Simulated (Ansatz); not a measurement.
# Worked example: a bond strength in CH3ClFIn (SMILES [CH3][In]([F])[Cl])

The species is CH3ClFIn (7 atoms), meant as a singlet with charge 0. SMILES: `[CH3][In]([F])[Cl]`. The shape was relaxed beforehand at B3LYP/def2-SVP.

```xyz
7

C    -0.3978    0.9681    0.4346
In    0.4067   -0.8541   -0.3892
F     2.3431   -1.1352   -0.6051
Cl   -0.7545   -2.7633   -1.1494
H    -1.1252    1.3836   -0.2758
H    -0.8993    0.7285    1.3821
H     0.4269    1.6726    0.6026
```

Wanted: the dissociation energy of the F3–In2 bond into doublet F and doublet CH3ClIn (shapes relaxed at B3LYP/def2-SVP, no zero-point term). 1 Eh = 2625.50 kJ/mol = 27.2114 eV. Totals in Eh; open shells run unrestricted unless said.

| level | program | CH3ClFIn | doublet F | doublet CH3ClIn |
| --- | --- | --- | --- | --- |
| HF/def2-SVP (core potential) | Ansatz | -787.585426 | -99.284051 | -688.185490 |
| PBE0-D4/def2-SVP (core potential) | Ansatz | -789.615671 | -99.549058 | -689.895942 |
| CCSD(T)/def2-SVP (core potential), 11 core orbitals frozen | Ansatz | -788.181126 | -99.434717 | -688.576252 |

Q: Work out the dissociation energy at each level.

A: 
1. HF/def2-SVP (core potential): (-99.284051) + (-688.185490) − (-787.585426) = 0.115885 Eh = 304.3 kJ/mol = 3.15 eV.
2. PBE0-D4/def2-SVP (core potential): (-99.549058) + (-689.895942) − (-789.615671) = 0.170671 Eh = 448.1 kJ/mol = 4.64 eV.
3. CCSD(T)/def2-SVP (core potential): (-99.434717) + (-688.576252) − (-788.181126) = 0.170157 Eh = 446.7 kJ/mol = 4.63 eV.

The levels span 304 to 448 kJ/mol; no measured value is set beside them. Hartree–Fock lacks the correlation of the bonding electrons, so it comes out low. A bond enthalpy at 298 K also holds the loss of zero-point energy and thermal terms.
